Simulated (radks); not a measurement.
The numbers below are computed, except where a source is named.
All-electron atom: the neon ion Ne+ in [He] 2s2 2p4 3p1 (not the ground configuration). Code: a radial shooting solver on a logarithmic mesh with Libxc functionals. Model: Dirac Kohn-Sham, BP86, spin-unpolarised, spherical densities, point nucleus; open shells are shared between the two j in proportion to 2j + 1.

Unscreened Slater integrals over Kohn-Sham orbitals (eV). Large and small components are both included. Empty in this configuration: 3s1/2.

| integral | value |
|---|---|
| F0(3p3/2,3p3/2) | 6.6671 |
| F2(3p3/2,3p3/2) | 3.4527 |
| F0(3p3/2,3p1/2) | 6.6704 |
| G2(3p3/2,3p1/2) | 3.4541 |
| F0(3p3/2,2p3/2) | 8.9904 |
| F2(3p3/2,2p3/2) | 1.3175 |
| G0(3p3/2,2p3/2) | 0.54337 |
| G2(3p3/2,2p3/2) | 0.51626 |
| F0(3p3/2,2p1/2) | 8.9919 |
| G2(3p3/2,2p1/2) | 0.51604 |
| F0(3p3/2,3s1/2) | 7.2100 |
| G1(3p3/2,3s1/2) | 4.7215 |
| F0(3p1/2,3p1/2) | 6.6737 |
| F0(3p1/2,2p3/2) | 8.9988 |
| G2(3p1/2,2p3/2) | 0.51591 |
| F0(3p1/2,2p1/2) | 9.0004 |
| G0(3p1/2,2p1/2) | 0.54374 |
| F0(3p1/2,3s1/2) | 7.2144 |
| G1(3p1/2,3s1/2) | 4.7271 |
| F0(2p3/2,2p3/2) | 30.750 |
| F2(2p3/2,2p3/2) | 14.010 |
| F0(2p3/2,2p1/2) | 30.782 |
| G2(2p3/2,2p1/2) | 14.016 |
| F0(2p3/2,3s1/2) | 10.513 |
| G1(2p3/2,3s1/2) | 0.71297 |
| F0(2p1/2,2p1/2) | 30.814 |
| F0(2p1/2,3s1/2) | 10.515 |
| G1(2p1/2,3s1/2) | 0.71222 |
| F0(3s1/2,3s1/2) | 7.9427 |
